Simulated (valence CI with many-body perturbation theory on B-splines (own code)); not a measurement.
## Level structure of Hf40+

Level of theory: configuration interaction combined with many-body perturbation theory (CI+MBPT): four valence electrons over a frozen Dirac-Fock core [Ar] 3d10, radial functions for each j: 11 s, 11 p, 9 d, 7 f, 5 g, 2 h, 1 i, with the one-electron correlation potential Σ1 (screened to all orders), the two-electron term Σ2, the three-electron term Σ3, Breit, model QED; selected single and double excitations, second order for the rest (own B-spline code, finite nucleus).

No measured spectrum was set against this ion. As an estimate, large intervals hold to a few tenths of a per cent, small ones and those within an open d or f shell to about a per cent.

Levels 1 to 45 of 68, with energies above the lowest level, (4s^2 4p1/2^2) J=0. "Leading %" is the weight of the configuration and term that name the level; weights of strongly mixed levels are sums over their largest components and can fall short. In the jj column 3d3/2^4 stands for four electrons in 3d with j = 3/2. Lifetimes count E1, E2, E3, M1 and M2 decay at the calculated energies, and are blank where another channel may lead or the interval is too uncertain; long ones can be off by a factor of two.

```tsv
No.	Configuration	Term	J	E (eV)	Leading %	g	Lifetime	Second component	Leading jj
1	4s²4p²	³P	0	0.00	70			29 % 4s²4p² ¹S	4s^2 4p1/2^2 (99 %)
2	4s²4p²	³P	1	78.53	99	1.497	314 ns		4s^2 4p1/2 4p3/2 (99 %)
3	4s²4p²	¹D	2	82.64	63	1.180	12.1 μs	37 % 4s²4p² ³P	4s^2 4p1/2 4p3/2 (99 %)
4	4s²4p²	³P	2	164.28	62	1.312	177 ns	36 % 4s²4p² ¹D	4s^2 4p3/2^2 (99 %)
5	4s4p³	³P°	2	169.56	44	1.577	50.4 ps	33 % 4s4p³ ⁵S°	4s 4p1/2^2 4p3/2 (96 %)
6	4s²4p²	¹S	0	173.21	70		138 ns	29 % 4s²4p² ³P	4s^2 4p3/2^2 (98 %)
7	4s4p³	³D°	1	183.64	38	1.051	3.40 ps	24 % 4s4p³ ¹P°	4s 4p1/2^2 4p3/2 (93 %)
8	4s²4p4d	³F°	2	224.57	72	0.768	134 ps	20 % 4s²4p4d ¹D°	4s^2 4p1/2 4d3/2 (97 %)
9	4s4p³	⁵S°	2	239.93	38	1.507	237 ps	30 % 4s4p³ ³D°	4s 4p1/2 4p3/2^2 (70 %)
10	4s²4p4d	³D°	1	241.79	51	0.885	733 fs	24 % 4s²4p4d ¹P°	4s^2 4p1/2 4d3/2 (90 %)
11	4s4p³	³D°	3	246.13	46	1.229	34.8 ps	26 % 4s²4p4d ³F°	4s^2 4p1/2 4d5/2 (52 %)
12	4s²4p4d	³P°	2	256.89	34	1.286	2.13 ps	24 % 4s4p³ ³D°	4s^2 4p1/2 4d5/2 (65 %)
13	4s4p³	³D°	3	259.15	51	1.208	3.41 ps	35 % 4s²4p4d ³F°	4s 4p1/2 4p3/2^2 (51 %)
14	4s4p³	³P°	0	259.72	96		4.91 ps		4s 4p1/2 4p3/2^2 (96 %)
15	4s4p³	³P°	1	266.30	50	1.270	2.71 ps	19 % 4s4p³ ³D°	4s 4p1/2 4p3/2^2 (92 %)
16	4s4p³	¹D°	2	269.21	66	1.110	1.67 ps	12 % 4s4p³ ³D°	4s 4p1/2 4p3/2^2 (85 %)
17	4s4p³	³S°	1	270.59	40	1.355	1.28 ps	24 % 4s4p³ ³D°	4s 4p1/2 4p3/2^2 (94 %)
18	4s4p²4d	⁵F	1	316.88	46	0.408	21.1 ps	33 % 4s4p²4d ³D	4s 4p1/2^2 4d3/2 (96 %)
19	4s²4p4d	³D°	2	318.52	50	1.055	815 fs	23 % 4s²4p4d ¹D°	4s^2 4p3/2 4d3/2 (90 %)
20	4s²4p4d	³P°	1	319.54	53	1.133	957 fs	34 % 4s²4p4d ³D°	4s^2 4p3/2 4d3/2 (91 %)
21	4s4p²4d	³D	2	319.84	27	1.167	23.4 ps	24 % 4s4p²4d ⁵F	4s 4p1/2^2 4d3/2 (91 %)
22	4s²4p4d	³P°	0	320.53	95		997 fs		4s^2 4p3/2 4d3/2 (95 %)
23	4s²4p4d	³F°	3	320.93	38	1.125	1.00 ps	32 % 4s²4p4d ¹F°	4s^2 4p3/2 4d3/2 (89 %)
24	4s²4p4d	³P°	2	325.33	31	1.309	101 ps	29 % 4s²4p4d ¹D°	4s^2 4p3/2 4d5/2 (68 %)
25	4s²4p4d	³F°	4	326.61	99	1.246	373 ns		4s^2 4p3/2 4d5/2 (99 %)
26	4s4p²4d	³D	3	340.23	29	1.364	4.74 ps	24 % 4s4p²4d ⁵D	4s 4p1/2^2 4d5/2 (93 %)
27	4s²4p4d	³D°	3	344.55	51	1.171	1.37 ps	47 % 4s²4p4d ¹F°	4s^2 4p3/2 4d5/2 (91 %)
28	4s4p²4d	³F	2	344.96	18	1.116	5.54 ps	16 % 4s4p²4d ¹D	4s 4p1/2^2 4d5/2 (71 %)
29	4s²4p4d	¹P°	1	344.98	53	1.157	2.41 ps	24 % 4s²4p4d ³P°	4s^2 4p3/2 4d5/2 (82 %)
30	4s4p³	³P°	2	350.13	34	1.356	1.33 ps	15 % 4s²4p4d ³P°	4s 4p3/2^3 (66 %)
31	4s4p³	¹P°	1	361.41	34	1.123	880 fs	20 % 4s4p³ ³S°	4s 4p3/2^3 (78 %)
32	4p⁴	³P	2	363.28	44	1.183	1.81 ps	20 % 4p⁴ ¹D	4p1/2^2 4p3/2^2 (64 %)
33	4p⁴	¹S	0	366.72	54		2.29 ps	34 % 4p⁴ ³P	4p1/2^2 4p3/2^2 (87 %)
34	4s4p²4d	⁵D	0	387.79	86		27.9 ps	12 % 4s4p²4d ³P	4s 4p1/2 4p3/2 4d3/2 (96 %)
35	4s4p²4d	⁵D	1	388.01	56	1.182	28.3 ps	20 % 4s4p²4d ⁵F	4s 4p1/2 4p3/2 4d3/2 (97 %)
36	4s4p²4d	⁵F	2	388.51	44	1.110	9.06 ps	16 % 4s4p²4d ⁵D	4s 4p1/2 4p3/2 4d3/2 (94 %)
37	4s4p²4d	⁵F	3	390.36	47	1.145	23.2 ps	31 % 4s4p²4d ³F	4s 4p1/2 4p3/2 4d3/2 (92 %)
38	4s4p²4d	³G	4	396.63	31	1.192	130 ps	30 % 4s4p²4d ⁵F	4s 4p1/2 4p3/2 4d3/2 (83 %)
39	4s²4p4f	³G	3	401.76	30	0.873	36.7 ps	29 % 4s4p²4d ³G	4s 4p1/2 4p3/2 4d3/2 (55 %)
40	4s4p²4d	³F	2	403.62	58	0.898	4.20 ps	11 % 4s4p²4d ⁵D	4s 4p1/2 4p3/2 4d3/2 (76 %)
41	4s4p²4d	⁵D	4	404.14	50	1.399	251 ps	30 % 4s4p²4d ⁵F	4s 4p1/2 4p3/2 4d5/2 (97 %)
42	4s4p²4d	⁵P	3	406.46	28	1.365	1.13 ps	18 % 4s4p²4d ³F	4s 4p1/2 4p3/2 4d3/2 (71 %)
43	4s4p²4d	⁵P	2	408.60	31	1.393	894 fs	20 % 4s4p²4d ³D	4s 4p1/2 4p3/2 4d3/2 (86 %)
44	4s4p²4d	⁵P	1	409.19	28	1.620	998 fs	19 % 4s4p²4d ³P	4s 4p1/2 4p3/2 4d3/2 (92 %)
45	4s4p²4d	³D	1	411.44	30	1.093	1.39 ps	19 % 4s4p²4d ¹P	4s 4p1/2 4p3/2 4d3/2 (81 %)
```

The ionisation energy to 4s²4p ²P°1/2 of the next ion comes out as 1964.9 eV (NIST: 1963 ± 4 eV (theoretical)). All 68 levels together are meant to be complete up to 453.68 eV.
